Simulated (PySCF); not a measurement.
Input file for PySCF: R-M06-2X/def2-TZVPP on C6H6 (SMILES C#CCC=C=C).

```python
from pyscf import gto, dft

mol = gto.M(
    atom='''
    C     2.65993389    0.53572620    0.31769410
    C     1.51757460    0.14684286   -0.16783271
    C     0.37094970   -0.24173123   -0.64147444
    C    -0.75452993   -0.78412471    0.21776758
    C    -1.99349339   -0.03190554    0.05073508
    C    -3.00380811    0.59585281   -0.10468682
    H     2.82164522    1.56340676    0.62360153
    H     3.49075783   -0.15209123    0.42911375
    H     0.18095166   -0.18000726   -1.70854803
    H    -0.45179970   -0.77191553    1.26656064
    H    -0.93857300   -1.83113908   -0.04656912
    H    -3.89950878    1.15108595   -0.23646158
    ''',
    basis='def2-tzvpp',
    charge=0, spin=0, verbose=4, max_memory=1800)
mf = dft.RKS(mol, xc='m062x').density_fit(auxbasis='def2-universal-jkfit')
mf.grids.level = 4
mf.conv_tol = 1e-9
mf.max_cycle = 150
mf.kernel()
mf.dip_moment()
```

The log:

```
PySCF version 2.14.0

[INPUT] verbose = 4
[INPUT] num. atoms = 12
[INPUT] num. electrons = 42
[INPUT] charge = 0
[INPUT] spin (= nelec alpha-beta = 2S) = 0
[INPUT] symmetry False subgroup None
[INPUT] Mole.unit = angstrom
[INPUT] Symbol           X                Y                Z      unit          X                Y                Z       unit  Magmom
[INPUT]  1 C      2.659933890000   0.535726200000   0.317694100000 AA    5.026546561549   1.012375795754   0.600354840390 Bohr   0.0
[INPUT]  2 C      1.517574600000   0.146842860000  -0.167832710000 AA    2.867800367596   0.277492788748  -0.317157856644 Bohr   0.0
[INPUT]  3 C      0.370949700000  -0.241731230000  -0.641474440000 AA    0.700993338990  -0.456805820454  -1.212211007509 Bohr   0.0
[INPUT]  4 C     -0.754529930000  -0.784124710000   0.217767580000 AA   -1.425854920487  -1.481780949404   0.411521085009 Bohr   0.0
[INPUT]  5 C     -1.993493390000  -0.031905540000   0.050735080000 AA   -3.767156538231  -0.060292732456   0.095875406108 Bohr   0.0
[INPUT]  6 C     -3.003808110000   0.595852810000  -0.104686820000 AA   -5.676374658647   1.125998621453  -0.197829418652 Bohr   0.0
[INPUT]  7 H      2.821645220000   1.563406760000   0.623601530000 AA    5.332136686488   2.954410597694   1.178436102560 Bohr   0.0
[INPUT]  8 H      3.490757830000  -0.152091230000   0.429113750000 AA    6.596576265881  -0.287410770648   0.810907463785 Bohr   0.0
[INPUT]  9 H      0.180951660000  -0.180007260000  -1.708548030000 AA    0.341949079185  -0.340164421833  -3.228687847365 Bohr   0.0
[INPUT] 10 H     -0.451799700000  -0.771915530000   1.266560640000 AA   -0.853777696161  -1.458708942998   2.393452729754 Bohr   0.0
[INPUT] 11 H     -0.938573000000  -1.831139080000  -0.046569120000 AA   -1.773645917911  -3.460351357188  -0.088002882662 Bohr   0.0
[INPUT] 12 H     -3.899508780000   1.151085950000  -0.236461580000 AA   -7.369003614537   2.175237191335  -0.446847625182 Bohr   0.0

nuclear repulsion = 178.559246628643
number of shells = 102
number of NR pGTOs = 372
number of NR cGTOs = 270
basis = def2-tzvpp
ecp = {}


******** <class 'pyscf.df.df_jk.DFRKS'> ********
method = DFRKS
initial guess = minao
damping factor = 0
level_shift factor = 0
DIIS = <class 'pyscf.scf.diis.CDIIS'>
diis_start_cycle = 1
diis_space = 8
diis_damp = 0
SCF conv_tol = 1e-09
SCF conv_tol_grad = None
SCF max_cycles = 150
direct_scf = False
XC library pyscf.dft.libxc version 7.1.2
    S. Lehtola, C. Steigemann, M. J. T. Oliveira, and M. A. L. Marques,  SoftwareX 7, 1–5 (2018)
XC functionals = m062x
    Y. Zhao and D. G. Truhlar,  Theor. Chem. Acc. 120, 215 (2008)
    Y. Zhao and D. G. Truhlar,  Theor. Chem. Acc. 120, 215 (2008)
radial grids:
    Treutler-Ahlrichs [JCP 102, 346 (1995); DOI:10.1063/1.469408] (M4) radial grids

becke partition: Becke, JCP 88, 2547 (1988); DOI:10.1063/1.454033
pruning grids: <function nwchem_prune>
grids dens level: 4
symmetrized grids: False
atomic radii adjust function: <function treutler_atomic_radii_adjust>
small_rho_cutoff = 0
Set gradient conv threshold to 3.16228e-05
Initial guess from minao.
tot grids = 265896
******** <class 'pyscf.df.df.DF'> ********
auxbasis = def2-universal-jkfit
init E= -233.079997427705
  HOMO = -0.28304004340019  LUMO = -0.0414612582220162  gap/eV = 6.57369
cycle= 1 E= -232.062489453151  delta_E= 1.02  |g|= 0.35  |ddm|= 3.69
  HOMO = -0.286888019168101  LUMO = 0.0516951826444521  gap/eV = 9.21332
cycle= 2 E= -232.081959376873  delta_E= -0.0195  |g|= 0.23  |ddm|= 0.993
  HOMO = -0.319076953261774  LUMO = 0.0325553360757835  gap/eV = 9.56840
cycle= 3 E= -232.093431859359  delta_E= -0.0115  |g|= 0.0871  |ddm|= 0.312
  HOMO = -0.323344894757879  LUMO = 0.0330146968978824  gap/eV = 9.69704
cycle= 4 E= -232.094805596819  delta_E= -0.00137  |g|= 0.0472  |ddm|= 0.0929
  HOMO = -0.31968995718476  LUMO = 0.0354938579017355  gap/eV = 9.66504
cycle= 5 E= -232.095347891813  delta_E= -0.000542  |g|= 0.0054  |ddm|= 0.0368
  HOMO = -0.31946584602195  LUMO = 0.0356018701138235  gap/eV = 9.66188
cycle= 6 E= -232.095353456266  delta_E= -5.56e-06  |g|= 0.00255  |ddm|= 0.00862
  HOMO = -0.319589058723166  LUMO = 0.0356609499205067  gap/eV = 9.66685
cycle= 7 E= -232.095354959191  delta_E= -1.5e-06  |g|= 0.000594  |ddm|= 0.00262
  HOMO = -0.319590778114659  LUMO = 0.0356193454304975  gap/eV = 9.66576
cycle= 8 E= -232.095355051581  delta_E= -9.24e-08  |g|= 0.000195  |ddm|= 0.000843
  HOMO = -0.31958823297488  LUMO = 0.0356372868803798  gap/eV = 9.66618
cycle= 9 E= -232.095355062109  delta_E= -1.05e-08  |g|= 3.38e-05  |ddm|= 0.000286
  HOMO = -0.319589095518153  LUMO = 0.0356369934969779  gap/eV = 9.66619
cycle= 10 E= -232.095355062528  delta_E= -4.19e-10  |g|= 1.43e-05  |ddm|= 0.000118
  HOMO = -0.319591219665857  LUMO = 0.0356365266353125  gap/eV = 9.66624
Extra cycle  E= -232.095355062529  delta_E= -1.59e-12  |g|= 1.69e-05  |ddm|= 3.43e-05
converged SCF energy = -232.095355062529
Dipole moment(X, Y, Z, Debye):  0.46999, -0.32104,  0.12132
```

Self-consistency was reached.

Cost: about 2.2 core-minutes (a rough figure).
